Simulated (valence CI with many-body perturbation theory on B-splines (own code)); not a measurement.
Lu⁵⁸⁺: calculated level list

Calculated by relativistic CI+MBPT: three valence electrons over a frozen Dirac-Fock core [Ne], a basis of 11 s, 11 p, 10 d, 8 f, 5 g, 2 h functions for each j, with the one-electron correlation potential Σ1, the two-electron term Σ2, the three-electron term Σ3, Breit, model QED; selected CI, second order for the rest, scaled by the run's own slope (own B-spline code, finite nucleus).

No measured spectrum was set against this ion. As an estimate, large intervals hold to a few tenths of a per cent, small ones and those within an open d or f shell to about a per cent.

Levels 136 to 157 of 157, with energies above the lowest level, (3s^2 3p1/2) J=1/2. "Leading %" is the weight of the configuration and term that name the level; weights of strongly mixed levels are sums over their largest components and can fall short. In the jj column 3d3/2^4 stands for four electrons in 3d with j = 3/2. Lifetimes count E1, E2, E3, M1 and M2 decay at the calculated energies, and are blank where another channel may lead or the interval is too uncertain; long ones can be off by a factor of two.

| No. | Configuration | Term | J | E (× 10³ cm⁻¹) | Leading % | Lifetime | Leading jj | Second component |
| --- | --- | --- | --- | --- | --- | --- | --- | --- |
| 136 | 3d3 | 2D | 5/2 | 15529 | 41 | 376 fs | 3d3/2^2 3d5/2 (94 %) | 35 % 3d3 4P |
| 137 | 3d3 | 4F | 7/2 | 15773 | 65 | 617 fs | 3d3/2 3d5/2^2 (98 %) | 33 % 3d3 2G |
| 138 | 3d3 | 4F | 9/2 | 15805 | 51 | 678 fs | 3d3/2 3d5/2^2 (98 %) | 41 % 3d3 2H |
| 139 | 3d3 | 4P | 3/2 | 15867 | 41 | 583 fs | 3d3/2 3d5/2^2 (99 %) | 38 % 3d3 2D |
| 140 | 3d3 | 2H | 11/2 | 15876 | 100 | 795 fs | 3d3/2 3d5/2^2 (100 %) |  |
| 141 | 3d3 | 2P | 1/2 | 15895 | 58 | 557 fs | 3d3/2 3d5/2^2 (99 %) | 41 % 3d3 4P |
| 142 | 3d3 | 2D | 5/2 | 15903 | 41 | 544 fs | 3d3/2 3d5/2^2 (94 %) | 36 % 3d3 4P |
| 143 | 3d3 | 2F | 5/2 | 15973 | 42 | 632 fs | 3d3/2 3d5/2^2 (98 %) | 41 % 3d3 2D |
| 144 | 3d3 | 2F | 7/2 | 15974 | 80 | 656 fs | 3d3/2 3d5/2^2 (98 %) | 18 % 3d3 2G |
| 145 | 3d3 | 2D | 3/2 | 16159 | 76 | 608 fs | 3d3/2 3d5/2^2 (94 %) | 18 % 3d3 2P |
| 146 | 3d3 | 2G | 9/2 | 16351 | 50 | 1.58 ps | 3d5/2^3 (98 %) | 37 % 3d3 4F |
| 147 | 3d3 | 2D | 3/2 | 16490 | 45 | 1.26 ps | 3d5/2^3 (95 %) | 39 % 3d3 2P |
| 148 | 3d3 | 2D | 5/2 | 16580 | 60 | 1.22 ps | 3d5/2^3 (96 %) | 22 % 3d3 2F |
| 149 | 3s2.4s | 2S | 1/2 | 21903 | 99 | 19.4 fs | 3s^2 4s (99 %) |  |
| 150 | 3s2.4p | 2P° | 1/2 | 22470 | 98 | 77.0 fs | 3s^2 4p1/2 (98 %) |  |
| 151 | 3s.3p.4s | 4P° | 1/2 | 22977 | 85 | 23.4 fs | 3s 3p1/2 4s (99 %) | 14 % 3s.3p.4s 2P° |
| 152 | 3s.3p.4s | 4P° | 3/2 | 23066 | 58 | 21.8 fs | 3s 3p1/2 4s (95 %) | 37 % 3s.3p.4s 2P° |
| 153 | 3s.3p.4s | 2P° | 1/2 | 23168 | 94 | 25.8 fs | 3s 3p1/2 4s (99 %) | 6 % 3s.3p.4s 4P° |
| 154 | 3s2.4p | 2P° | 3/2 | 23461 | 95 | 94.6 fs | 3s^2 4p3/2 (95 %) |  |
| 155 | 3s.3p.4p | 4D | 1/2 | 23501 | 71 | 36.0 fs | 3s 3p1/2 4p1/2 (100 %) | 20 % 3s.3p.4p 2P |
| 156 | 3s.3p.4p | 4D | 3/2 | 23599 | 40 | 18.1 fs | 3s 3p1/2 4p1/2 (98 %) | 31 % 3s.3p.4p 2D |
| 157 | 3s.3p.4p | 4P | 1/2 | 23721 | 48 | 34.7 fs | 3s 3p1/2 4p1/2 (99 %) | 29 % 3s.3p.4p 2S |
